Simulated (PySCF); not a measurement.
# Computed records: CH₄OSi, C₂H₅FSi, C₂H₆OSi, CH₂ClFSi

All values are calculated (PySCF 2.14.0). Calculation on a computer-drawn molecule: optimised geometry and harmonic frequencies of an isolated molecule of the commonest isotopes, restricted reference for singlets and unrestricted otherwise, frozen core in MP2.

Common to all runs: charge 0; multiplicity 1; basis cc-pV(D+d)Z.

(1) CH₄OSi

Start structure:
```xyz
7
CH4OSi
C     -1.7693    -0.9700     0.7182
Si    -1.4647     0.0281    -0.5999
O     -1.0425     1.6051    -0.5750
H     -2.0424    -2.0062     0.5501
H     -1.7145    -0.6575     1.7545
H     -1.5344    -0.3782    -2.0028
H     -0.9473     2.0469     0.2563
```

- method: MP2
- rotational constants: 34.39, 6.745, 5.639 GHz
- total energy: -404.4048 hartree
- convergence status largest gradient component: 5.598e-06 hartree/bohr

Drawn bonds:
```
atom  other atom  order
   1           2      2
   2           3      1
   1           4      1
   1           5      1
   2           6      1
   3           7      1
```

Optimised structure:
```xyz
7
CH4OSi
C     -1.7711    -0.9754     0.7326
Si    -1.4628     0.0347    -0.6030
O     -1.0328     1.6377    -0.6084
H     -2.0455    -2.0187     0.5397
H     -1.7168    -0.6633     1.7799
H     -1.5357    -0.3835    -2.0084
H     -0.9504     2.0368     0.2689
```

Modes:
```
frequency (cm⁻¹)  reduced mass (dalton)
           261.1                  2.437
           296.4                  1.307
           384.9                  1.391
           580.3                  1.114
           637.7                  1.267
           704.9                  1.086
           795.9                  3.078
           896.9                  1.465
           925.9                  1.219
            1055                  4.323
            1372                  1.241
            2368                  1.043
            3195                  1.056
            3302                  1.114
            3879                  1.066
```

(2) C₂H₅FSi

Start structure:
```xyz
9
C2H5FSi
C      0.4660     2.9676     1.8688
Si     1.7700     2.1192     1.0542
C      1.8258     0.9887    -0.3724
F      3.2553     2.1779     1.6411
H     -0.6046     2.8958     1.5869
H      0.6104     3.6391     2.7551
H      2.1457    -0.0249    -0.0105
H      2.4825     1.3338    -1.1835
H      0.8392     0.8162    -0.7755
```

- method: HF
- rotational constants: 7.211, 6.012, 3.347 GHz
- total energy: -467.0394 hartree
- convergence status largest gradient component: 2.028e-05 hartree/bohr

Drawn bonds:
```
atom  other atom  order
   1           2      2
   2           3      1
   2           4      1
   1           5      1
   1           6      1
   3           7      1
   3           8      1
   3           9      1
```

Optimised structure:
```xyz
9
C2H5FSi
C      0.5032     2.9357     1.8439
Si     1.7767     2.1175     1.1246
C      1.7752     0.9764    -0.3333
F      3.2838     2.2431     1.6712
H     -0.5017     2.8298     1.4508
H      0.6184     3.5849     2.7027
H      2.1440    -0.0108    -0.0459
H      2.4270     1.3619    -1.1205
H      0.7637     0.8748    -0.7293
```

Modes:
```
frequency (cm⁻¹)  reduced mass (dalton)
             143                  1.047
           227.6                  2.398
           258.2                  5.204
           290.2                  3.871
           580.1                  1.054
             691                  2.711
           744.7                  1.804
           747.8                  1.228
           855.7                  1.799
           859.5                  1.248
           937.9                  3.469
            1135                  3.999
            1400                   1.26
            1487                  1.257
            1544                   1.05
            1549                  1.048
            3182                  1.035
            3266                  1.101
            3282                  1.103
            3302                  1.057
            3398                  1.113
```

(3) C₂H₆OSi

Start structure:
```xyz
10
C2H6OSi
C     -0.7775     2.3505    -3.0097
Si    -0.9180     1.0227    -1.8725
C      0.2529     0.5307    -0.4464
O     -2.0414    -0.0387    -1.7793
H     -1.5117     2.5389    -3.7671
H      0.0534     3.1044    -2.9656
H      1.0812     1.2658    -0.3636
H     -0.2814     0.6110     0.5471
H      0.6166    -0.4645    -0.5163
H     -2.8185    -0.0135    -2.3710
```

* method: HF
* rotational constants: 7.168, 6.045, 3.348 GHz
* total energy: -443.0351 hartree
* convergence status largest gradient component: 1.673e-05 hartree/bohr

Drawn bonds:
```
atom  other atom  order
   1           2      2
   2           3      1
   2           4      1
   1           5      1
   1           6      1
   3           7      1
   3           8      1
   3           9      1
   4          10      1
```

Optimised structure:
```xyz
10
C2H6OSi
C     -0.7739     2.2986    -2.9273
Si    -0.9116     1.0306    -1.8287
C      0.2518     0.6056    -0.4496
O     -2.1324    -0.0607    -1.8038
H     -1.4896     2.4993    -3.7163
H      0.0692     2.9788    -2.8746
H      1.0907     1.3028    -0.4264
H     -0.2678     0.6454     0.5107
H      0.6377    -0.4084    -0.5775
H     -2.8185     0.0154    -2.4509
```

Modes:
```
frequency (cm⁻¹)  reduced mass (dalton)
             133                  1.047
           234.7                  2.368
           270.7                  4.164
           290.8                  2.897
           359.8                  1.106
           564.6                  1.089
           693.9                  2.472
           725.8                  1.228
           728.3                  1.523
           845.9                  2.063
           851.8                  1.257
           895.6                  1.401
           973.1                  2.382
            1125                  4.172
            1398                  1.265
            1490                  1.241
            1546                   1.05
            1551                  1.048
            3181                  1.035
            3262                  1.101
            3280                  1.102
            3292                  1.057
            3379                  1.113
            4166                  1.067
```

(4) CH₂ClFSi

Start structure:
```xyz
6
CH2ClFSi
C     -0.7459     0.3155     0.5294
Si    -2.4018     0.4677     0.9616
F     -3.3398    -0.7836     1.2539
Cl    -3.6516     2.0234     1.1707
H     -0.1196     1.1202     0.2420
H     -0.3553    -0.7178     0.4718
```

* method: HF
* rotational constants: 7.134, 3.581, 2.384 GHz
* total energy: -886.9616 hartree
* convergence status largest gradient component: 2.647e-05 hartree/bohr

Drawn bonds:
```
atom  other atom  order
   1           2      2
   2           3      1
   2           4      1
   1           5      1
   1           6      1
```

Optimised structure:
```xyz
6
CH2ClFSi
C     -0.8032     0.2821     0.5190
Si    -2.4102     0.3987     0.9452
F     -3.3604    -0.8314     1.2872
Cl    -3.5114     2.0803     1.1263
H     -0.2257     1.1708     0.3014
H     -0.3030    -0.6751     0.4503
```

Modes:
```
frequency (cm⁻¹)  reduced mass (dalton)
           225.5                   3.48
           256.2                  15.37
           286.9                  8.617
           565.3                  1.031
           570.3                   9.46
           741.2                  1.206
             769                  1.584
           917.4                  8.427
            1149                  4.426
            1474                  1.256
            3316                  1.055
            3421                  1.116
```
